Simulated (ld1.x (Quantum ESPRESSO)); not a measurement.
## u(r) = r·R(r): atom against pseudo-atom (phosphorus (P))

Columns: radius, all-electron u(r) and pseudo u(r) of the 3p shell (level -7.51 eV) of phosphorus in the configuration [Ne] 3s2 3p2.75; Wu–Cohen, scalar-relativistic, RRKJ scheme, ld1.x (Quantum ESPRESSO) 7.5.

| r (bohr) | all-electron | pseudo |
| --- | --- | --- |
| 0.082 | 0.1033 | -0.0106 |
| 0.165 | 0.2345 | -0.0405 |
| 0.248 | 0.3000 | -0.0831 |
| 0.330 | 0.2988 | -0.1289 |
| 0.413 | 0.2489 | -0.1708 |
| 0.495 | 0.1701 | -0.2034 |
| 0.578 | 0.0748 | -0.2280 |
| 0.660 | -0.0247 | -0.2481 |
| 0.742 | -0.1232 | -0.2699 |
| 0.825 | -0.2174 | -0.2993 |
| 0.908 | -0.3038 | -0.3399 |
| 0.990 | -0.3803 | -0.3912 |
| 1.072 | -0.4476 | -0.4492 |
| 1.155 | -0.5063 | -0.5064 |
| 1.238 | -0.5559 | -0.5559 |
| 1.320 | -0.5963 | -0.5963 |
| 1.402 | -0.6286 | -0.6286 |
| 1.485 | -0.6538 | -0.6538 |
| 1.568 | -0.6721 | -0.6721 |
| 1.650 | -0.6841 | -0.6841 |
| 1.733 | -0.6909 | -0.6909 |
| 1.815 | -0.6930 | -0.6930 |
| 1.898 | -0.6910 | -0.6910 |
| 1.980 | -0.6856 | -0.6856 |
| 2.062 | -0.6772 | -0.6772 |
| 2.145 | -0.6663 | -0.6663 |

(1) How many radial nodes do the two functions have?

(2) At about which radius was the pseudo-wave matched?

(3) Is the pseudo-wave norm-conserving?

## Answers

(1) The all-electron 3p function has n − l − 1 = 1; the pseudo-wave has 0, since the states of the same l below it are removed with the core.

(2) 1.20 bohr, where the columns begin to agree (steps of 0.08 bohr).

(3) Yes: the RRKJ scheme keeps the norm inside the radius equal to the all-electron one, which fixes the energy derivative of the logarithmic derivative at the level.
